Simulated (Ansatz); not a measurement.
## Abstraction of Cl: GaHCl2 + AlF2 → GaHCl + AlClF2

Species: GaHCl2 `[Cl][GaH][Cl]`, singlet; AlF2 `[F][Al][F]`, doublet; GaHCl `[Cl][GaH]`, doublet; AlClF2 `[F][Al]([F])[Cl]`, singlet. A radical takes Cl: the energy is the difference in strength between the Ga–Cl bond broken and the Al–Cl bond made.

Shapes, held fixed at every level: PBE0-D4/def2-TZVP. Programs: Ansatz 0.2.0. The zero-point and thermal change to 298 K, harmonic and unscaled (PBE0-D4/def2-TZVP), is -1.8 kJ/mol.

```
                level                    kind  ΔH(298 K) (kJ/mol)  less CCSD(T)/def2-TZVPP
    PBE-D4/def2-TZVPP                     GGA               -48.1                     +2.7
  BHLYP-D4/def2-TZVPP           global hybrid               -58.0                     -7.2
r2SCAN0-D4/def2-TZVPP           global hybrid               -54.7                     -3.9
   wB97X-V/def2-TZVPP  range-separated hybrid               -52.2                     -1.4
    B2PLYP/def2-TZVPP           double hybrid               -54.6                     -3.8
       MP2/def2-TZVPP     perturbation theory               -43.3                     +7.5
   CCSD(T)/def2-TZVPP   coupled cluster or CI               -50.8                      0.0
```

The highest level, CCSD(T)/def2-TZVPP, gives ΔH(298 K) = -50.8 kJ/mol; the levels span -58.0 to -43.3. The column of differences is taken from that level and isn't an error. No measured value is set beside it here. Open shells run unrestricted unless RO is named. Relativity is left out for Ga unless named. Correlated rows may include outer-core shells of Ga, which these sets cover unevenly.
